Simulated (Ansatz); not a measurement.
```xyz
6

O     0.3403   -1.6255    0.4237
Si   -0.1386   -0.2109   -0.2770
O    -0.1258    0.9194    0.8688
F    -1.5945   -0.2708   -0.8567
F     0.8262    0.0737   -1.4878
H     0.6924    1.1141    1.3291
```

Charge 0, multiplicity 2.

(1) List the PBE/def2-TZVPP orbital energies in eV (Ansatz). (An estimate is asked.)

Answers

(1) Computed: α occupied: -1782.25, -660.66, -660.52, -512.16, -511.92, -139.74, -96.51, -96.49, -96.47, -30.71, -30.15, -26.72, -24.98, -15.26, -13.46, -12.51, -11.77, -11.44, -11.03, -10.73, -10.57, -9.94, -9.75, -9.17, -8.48. α empty: -0.81, 0.91, 1.69, 1.82, 2.63, 4.70, 4.85, 5.08. β occupied: -1782.26, -660.65, -660.52, -511.85, -511.60, -139.74, -96.52, -96.49, -96.48, -30.69, -30.14, -26.56, -23.60, -15.20, -13.41, -12.50, -11.63, -11.34, -10.84, -10.59, -10.29, -9.51, -9.20, -7.98. β empty: -7.11, -0.76, 1.05, 1.74, 1.94, 2.83, 4.75, 4.87. ⟨S²⟩ = 0.752.
